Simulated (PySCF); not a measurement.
AgCl (SMILES [Cl][Ag]), singlet, geometry from GFN2-xTB (such geometries of metal compounds can be far from the true shape) (all electrons, no relativity); TPSS/3-21G (PySCF).

Input for PySCF:
```python
from pyscf import gto, scf, dft

mol = gto.Mole()
mol.atom = '''
    Ag   -0.00000000   -0.00000000   -0.58724977
    Cl    0.00000000    0.00000000    1.62357288
'''
mol.basis = '3-21g'
mol.verbose = 4
mol.build()

mf = dft.RKS(mol)
mf.xc = 'tpss'
mf.kernel()
```

It wrote (shortened):

```
PySCF version 2.14.0

[INPUT] verbose = 4
[INPUT] num. atoms = 2
[INPUT] num. electrons = 64
[INPUT] charge = 0
[INPUT] spin (= nelec alpha-beta = 2S) = 0
[INPUT] symmetry False subgroup None
[INPUT] Mole.unit = angstrom
[INPUT] Symbol           X                Y                Z      unit          X                Y                Z       unit  Magmom
[INPUT]  1 Ag     0.000000000000   0.000000000000  -0.587249770000 AA    0.000000000000   0.000000000000  -1.109741232014 Bohr   0.0
[INPUT]  2 Cl     0.000000000000   0.000000000000   1.623572880000 AA    0.000000000000   0.000000000000   3.068108086471 Bohr   0.0

nuclear repulsion = 191.246725070905
number of shells = 21
number of NR pGTOs = 108
number of NR cGTOs = 49
basis = 3-21g
ecp = {}

******** <class 'pyscf.dft.rks.RKS'> ********
method = RKS
initial guess = minao
damping factor = 0
level_shift factor = 0
DIIS = <class 'pyscf.scf.diis.CDIIS'>
diis_start_cycle = 1
diis_space = 8
diis_damp = 0
SCF conv_tol = 1e-09
SCF conv_tol_grad = None
SCF max_cycles = 50
direct_scf = True
direct_scf_tol = 1e-13
XC library pyscf.dft.libxc version 7.1.2
    S. Lehtola, C. Steigemann, M. J. T. Oliveira, and M. A. L. Marques,  SoftwareX 7, 1–5 (2018)
XC functionals = tpss
    J. Tao, J. P. Perdew, V. N. Staroverov, and G. E. Scuseria,  Phys. Rev. Lett. 91, 146401 (2003)
    J. P. Perdew, J. Tao, V. N. Staroverov, and G. E. Scuseria,  J. Chem. Phys. 120, 6898 (2004)
    J. Tao, J. P. Perdew, V. N. Staroverov, and G. E. Scuseria,  Phys. Rev. Lett. 91, 146401 (2003)
    J. P. Perdew, J. Tao, V. N. Staroverov, and G. E. Scuseria,  J. Chem. Phys. 120, 6898 (2004)
radial grids:
    Treutler-Ahlrichs [JCP 102, 346 (1995); DOI:10.1063/1.469408] (M4) radial grids

becke partition: Becke, JCP 88, 2547 (1988); DOI:10.1063/1.454033
pruning grids: <function nwchem_prune>
grids dens level: 3
symmetrized grids: False
atomic radii adjust function: <function treutler_atomic_radii_adjust>
small_rho_cutoff = 0
Set gradient conv threshold to 3.16228e-05
Initial guess from minao.
tot grids = 41320
init E= -5624.02013965579
  HOMO = -0.315285905489118  LUMO = -0.136004523853944  gap/eV = 4.87849
cycle= 1 E= -5633.66482975754  delta_E= -9.64  |g|= 0.453  |ddm|= 1.23
  HOMO = -0.116223794115407  LUMO = -0.0888221847789996  gap/eV = 0.74564
cycle= 2 E= -5633.28173745175  delta_E= 0.383  |g|= 1.07  |ddm|= 1.86
  HOMO = -0.222010399269582  LUMO = -0.103519500555842  gap/eV = 3.22430
cycle= 3 E= -5633.71613405394  delta_E= -0.434  |g|= 0.18  |ddm|= 1.51
  HOMO = -0.215490946690711  LUMO = -0.115040804725869  gap/eV = 2.73339
cycle= 4 E= -5633.72360049613  delta_E= -0.00747  |g|= 0.0683  |ddm|= 0.288
  HOMO = -0.214660867260129  LUMO = -0.116637361467588  gap/eV = 2.66736
cycle= 5 E= -5633.72454920516  delta_E= -0.000949  |g|= 0.0118  |ddm|= 0.0601
  HOMO = -0.216452592690713  LUMO = -0.116079664876268  gap/eV = 2.73129
cycle= 6 E= -5633.72462163303  delta_E= -7.24e-05  |g|= 0.000204  |ddm|= 0.0247
  HOMO = -0.216541736320195  LUMO = -0.116196276788042  gap/eV = 2.73054
cycle= 7 E= -5633.72462165661  delta_E= -2.36e-08  |g|= 9.52e-05  |ddm|= 0.000877
  HOMO = -0.216553783544964  LUMO = -0.11619761916835  gap/eV = 2.73083
cycle= 8 E= -5633.72462166065  delta_E= -4.04e-09  |g|= 5.73e-06  |ddm|= 0.000189
  HOMO = -0.216555065098684  LUMO = -0.116198047611683  gap/eV = 2.73085
cycle= 9 E= -5633.72462166068  delta_E= -3.18e-11  |g|= 2.95e-07  |ddm|= 1e-05
  HOMO = -0.216554981865897  LUMO = -0.116198012037239  gap/eV = 2.73085
Extra cycle  E= -5633.72462166067  delta_E= 4.55e-12  |g|= 4.26e-07  |ddm|= 8.61e-07
converged SCF energy = -5633.72462166067
```
